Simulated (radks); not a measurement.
Values are calculated unless marked as measured or tabulated.
Trend from Co to Ir: ionisation energy by Delta-SCF between NIST ground configurations, and size. Level of theory: Dirac Kohn-Sham, BLYP, spin-unpolarised, spherical densities, finite nucleus; open shells are shared between the two j in proportion to 2j + 1; Fermi nuclear charge, rms radius of each element as measured or else 0.836 A^(1/3) + 0.57 fm (a radial shooting solver on a logarithmic mesh with Libxc functionals).

\begin{tabular}{lrrrrr}
species & configuration & IE (eV) & NIST (eV) & kind & -e(HOMO) (eV) \\ \hline
Co & [Ar] 3d7 4s2 & 6.630 & 7.881 & exp. & 5.414 (4s1/2) \\
Rh & [Kr] 4d8 5s1 & 7.549 & 7.459 & exp. & 4.319 (5s1/2) \\
Ir & [Xe] 4f14 5d7 6s2 & 9.850 & 8.967 & exp. & 6.262 (6s1/2) \\
\end{tabular}

Reference values: NIST Atomic Spectra Database (exp. = measured, semi-emp. = semi-empirical, theory = theoretical value adopted there). Spin polarisation and multiplet splitting are left out, so open shells lie too high by an amount that depends on their filling. Sharing an open shell by 2j + 1 raises it above the true ground level by a part of the spin-orbit splitting, which enters the differences from NIST.

Beside tabulated values, note that spin-unpolarised runs miss the spin-polarisation part of the exchange energy of open shells.
